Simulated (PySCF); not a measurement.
BeI2, SMILES [Be]([I])[I].

The structure is a stationary point at B3LYP-D3(BJ)/def2-TZVP. The def2 effective core potentials stand for the cores of I; spin–orbit coupling is left out.

Calculation: TDA-B3LYP/def2-SVPD in PySCF.

Vertical excitations; the highest root listed may be one member of a degenerate set. Isolated molecule, no solvent. State labels are in the subgroup D2h.

Question: Give excitation energies, oscillator strengths and character. (The exact figures need the calculation; the answer reports its results.)

Answer: 
```tsv
state	symmetry	energy (eV)	λ (nm)	f	main pairs
S1	Au	5.33	232	0.000	HOMO→LUMO+1 50 %, HOMO−1→LUMO 50 %
S2	Au	5.40	230	0.000	HOMO−1→LUMO, HOMO→LUMO+1 (degenerate set)
S3	B1u	5.40	230	0.000	HOMO−1→LUMO+1, HOMO→LUMO (degenerate set)
S4	B1g	5.80	214	0.000	HOMO−3→LUMO+1 50 %, HOMO−2→LUMO 50 %
S5	B2g	5.83	213	0.000	HOMO−1→LUMO+2 (degenerate set)
S6	B3g	5.83	213	0.000	HOMO→LUMO+2 (degenerate set)
S7	Ag	5.84	212	0.000	HOMO−2→LUMO+1, HOMO−3→LUMO (degenerate set)
S8	B1g	5.84	212	0.000	HOMO−2→LUMO, HOMO−3→LUMO+1 (degenerate set)
S9	B1u	6.30	197	0.586	HOMO→LUMO 41 %, HOMO−1→LUMO+1 41 %, HOMO−4→LUMO+2 13 %
S10	B2u	6.42	193	0.098	HOMO−3→LUMO+2 98 %
T1	B1u	5.05	246	0	HOMO−1→LUMO+1 49 %, HOMO→LUMO 49 %
T2	Au	5.18	239	0	HOMO→LUMO+1, HOMO−1→LUMO (degenerate set)
T3	B1u	5.18	239	0	HOMO→LUMO, HOMO−1→LUMO+1 (degenerate set)
T4	Ag	5.33	233	0	HOMO−2→LUMO+1 49 %, HOMO−3→LUMO 49 %
```
Triplets are in the Tamm–Dancoff approximation.
